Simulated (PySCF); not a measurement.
## Electron correlation in Cd⁺ (cadmium, charge +1)

[Kr] 4d10 5s1, 2S determinant. All numbers are calculated (PySCF 2.14, a scalar-relativistic core potential, in def2-TZVP with the def2 core potential (28 electrons) (6s4p3d1f, 40 functions)). Frozen: 4s2 4p6; 11 electrons correlated.

MP2 pair energies summed by pair of shells (mhartree):

```tsv
pair	energy	share (%)
4d-4d	-259.31	89.8
4d-5s	-29.45	10.2
```

Total MP2 correlation energy: -288.76 mhartree.

Same-spin part -109.36 and opposite-spin part -179.40 mhartree; SCS-MP2 scales them by 1/3 and 6/5 to -251.73 mhartree.

| level | correlation energy (mhartree) |
| --- | --- |
| CCSD | -276.73 |
| (T) | -2.93 |
| CCSD(T) | -279.66 |

Diagnostics: T1 = 0.0067, D1 = 0.0306, largest double amplitude 0.023.

Question: Is a single reference adequate?

Answer: Yes, within this model without spin-orbit coupling: T1 lies below 0.03 and no double amplitude reaches 0.07.
